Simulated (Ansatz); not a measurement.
Frontier orbitals of C₂H₅AlClNO.

```xyz
11

N    -1.000   -0.639   -0.098
C     0.126   -1.101    0.266
C     1.266   -0.128    0.200
Cl    1.639   -0.008    2.041
O     0.920    1.012   -0.356
Al   -0.833    1.277   -0.668
H    -1.796   -1.259   -0.012
H     0.279   -2.113    0.635
H     2.189   -0.571   -0.186
H    -1.179    1.368   -2.216
H    -1.610    2.163    0.395
```

Charge 0, multiplicity 1. The bonds changed during the relaxation, so this is another structure than the one it started from. All single points use the PBE0-D4/def2-TZVP geometry. It is one conformer, not always the lowest. Basis def2-TZVPP, Ansatz.

| functional | HOMO (eV) | LUMO (eV) |
| --- | --- | --- |
| B97M-V | -6.70 | -3.09 |

Q: Give HOMO and LUMO (eV) with LDA (SPW92), PBE, revPBE, BLYP, r2SCAN, PBE0, B3LYP, r2SCANh, r2SCAN0, HSE06 (plane-wave form), BHLYP, CAM-B3LYP, LC-ωPBE, ωB97X-V, ωB97M-V, HF. (Estimate.)

A: The calculation gave: 
```
             functional    HOMO   LUMO
            LDA (SPW92)   -6.37  -3.52
                    PBE   -6.31  -3.29
                 revPBE   -6.28  -3.20
                   BLYP   -6.22  -3.16
                 r2SCAN   -6.61  -3.17
                   PBE0   -7.54  -2.30
                  B3LYP   -7.36  -2.54
                r2SCANh   -7.06  -2.79
                r2SCAN0   -7.75  -2.23
HSE06 (plane-wave form)   -7.14  -2.69
                  BHLYP   -8.74  -1.15
              CAM-B3LYP   -8.91  -1.15
                LC-ωPBE  -10.24   0.02
                ωB97X-V   -9.92  -0.03
                ωB97M-V   -9.72  -0.11
                     HF  -10.64   1.76
```

B3LYP here is the variant with VWN-RPA as its local correlation; programs differ in this. LC-ωPBE has ω = 0.4 bohr⁻¹.
